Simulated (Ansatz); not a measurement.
Species: C₄H₅N (charge 0, singlet). 
Geometry from a B3LYP-D3(BJ)/def2-TZVP (Ansatz, an electronic-structure program) optimisation:
```
C
C 1 1.3237
H 2 1.0818 1 121.31
H 2 1.0839 3 116.92 1 -179.95
H 1 1.0845 2 120.50 3 -0.64
C 1 1.5080 5 115.79 2 -179.68
H 6 1.0919 1 110.55 5 -178.15
H 6 1.0950 7 107.17 1 120.20
C 6 1.4621 7 108.75 8 116.05
N 9 1.1496 8 149.92 6 178.33
```
Charge 0, spin multiplicity 1.

Total electronic energies in hartree. Cores are frozen in the correlated levels unless marked. Spin-orbit coupling is left out. Non-relativistic. CBS(X,Y): correlation extrapolated as X^-3; Hartree-Fock from the larger set. The bracket is a focal-point correction in the basis named.

| level | program | energy (Eh) |
|---|---|---|
| PBE-D3(BJ)/def2-TZVPD | Ansatz + dftd3 | -209.95442 |
| CAM-B3LYP-D3(BJ)/def2-TZVPD | Ansatz + dftd3 | ? |
| B2PLYP-D3(BJ)/def2-TZVPD | Ansatz + dftd3 | ? |
| MP2/6-31G* | Ansatz | -209.45993 |
| RI-MP2/aug-cc-pVTZ | Ansatz | -209.71704 |
| RI-MP2/cc-pVQZ | Ansatz | -209.76849 |
| CCSD/STO-3G | Ansatz | -206.57199 |
| CCSD(T) with core electrons/cc-pwCVTZ | Ansatz | -210.02953 |
| RI-MP2/CBS(aug-cc-pVTZ,aug-cc-pVQZ)+[CCSD(T)-MP2]/aug-cc-pVTZ | Ansatz | -209.8770 |

Fill in the missing entries.


- CAM-B3LYP-D3(BJ)/def2-TZVPD, energy (Eh): -210.11378
- B2PLYP-D3(BJ)/def2-TZVPD, energy (Eh): -210.04609
